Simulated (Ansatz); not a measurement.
BiF3, SMILES [F][Bi]([F])[F].

Geometry optimised at B3LYP-D3(BJ)/def2-SVP. The isomer is the one that the SMILES or the coordinates give; other isomers of the formula were not compared. The def2 effective core potentials stand for the cores of Bi; spin–orbit coupling is left out.

Two levels are set side by side: PBE/def2-SVPD (Ansatz, a first-principles code) and PBE0/def2-SVPD (Ansatz). Energy differences of separate SCF runs at the same geometry; the states with an electron removed or added have multiplicity 2 and 2. Differences are taken from unrounded values.

```csv
quantity,PBE0,PBE,PBE minus PBE0
vertical ionisation energy (eV),12.59,12.12,-0.47
vertical singlet–triplet gap (eV),5.96,5.72,-0.24
```
